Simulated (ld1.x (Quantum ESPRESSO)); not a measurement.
**Plane-wave convergence, TM potential for cadmium (Cd)**

ld1.x (Quantum ESPRESSO) 7.5 input, shortened:

```
&input
   title='Cd', zed=48., rel=1, dft='PBE', iswitch=3,
   config='[Kr] 4d10 5s1.5 5p0.5'
 /
 &inputp
   pseudotype=2, tm=.true., lloc=-1, rcloc=1.40,
   nlcc=.true., new_core_ps=.true.
 /
3
4S  1  0   2.00   0.00  1.25  1.25  0.0
4P  2  1   6.00   0.00  1.50  1.50  0.0
4D  3  2  10.00   0.00  1.30  1.30  0.0
 &test
   configts(1)='4s2 4p6 4d10 5s1.5 5p0.5'
 /
```

Occupied shells without a wave of their own: 5p, 5s. They enter only through the test configuration that unscreens the potential, and ld1.x also counts them in the model core charge.

The pseudo-atom Hamiltonian at the reference potential is diagonalised in spherical Bessel functions j_l(qr) that vanish at 20 bohr, with q² up to the cutoff. All-electron valence levels (Ry): 4s -7.8616, 5s -0.4661, 4p -4.9991, 5p -0.1228, 4d -0.9375.

How do the lowest levels (Ry) of each channel move with the cutoff, and are there ghosts?

```csv
cutoff (Ry),s #1,s #2,p #1,p #2,d #1,d #2,f #1,Σ f·Δε (mRy)
8,-7.2394,-0.3779,-2.5661,-0.0487,0.0311,0.0972,0.0936,25688.0
21,-7.5250,-0.4279,-4.7302,-0.1094,-0.3187,0.0430,0.0936,8528.9
40,-7.8070,-0.4518,-4.9970,-0.1199,-0.8125,0.0406,0.0936,1384.2
70,-7.8466,-0.4561,-4.9989,-0.1200,-0.9345,0.0403,0.0936,67.5
110,-7.8604,-0.4580,-4.9992,-0.1201,-0.9376,0.0403,0.0936,4.0
200,-7.8617,-0.4582,-4.9992,-0.1201,-0.9377,0.0403,0.0936,0.1
400,-7.8617,-0.4582,-4.9992,-0.1201,-0.9377,0.0403,0.0936,0.0
```

Result: no extra level below or beside the all-electron valence levels (s, p, d, f tested); 10 mRy is reached at 100 Ry and 1 mRy at 160 Ry.

ld1.x takes every shell without a wave as core, so the model core holds the 5p, 5s electrons as well and exchange and correlation see them twice. This cancels in the reference configuration, but the file is broken for other ones, and its errors say nothing about a proper core correction.
